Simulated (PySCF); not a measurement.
FeHO, neutral, multiplicity 6. Atoms are numbered in the order given.

```xyz
3

Fe     0.0000     0.0000     0.4843
O      0.0000     0.0000    -1.2930
H      0.0000     0.0000    -2.2479
```
Charge 0, spin multiplicity 6.

Geometry optimised at B3LYP-D3(BJ)/def2-TZVP. A frequency run showed that this geometry is not a minimum. The spin state was assumed, not searched.

Level of theory: ωB97X/def2-TZVPD in PySCF.

total energy: -1339.53575 hartree
point group: C∞v
α spin, highest occupied and lowest empty level: -7.21 and 1.13 eV
β spin, highest occupied and lowest empty level: -9.88 and -0.41 eV
dipole moment: 0.33 D
mean static polarisability: 52.8 bohr³ (7.83 Å³)
polarisability, principal values: 52.6, 52.6, 53.3 bohr³
⟨S²⟩: 8.755 (pure state 8.75)
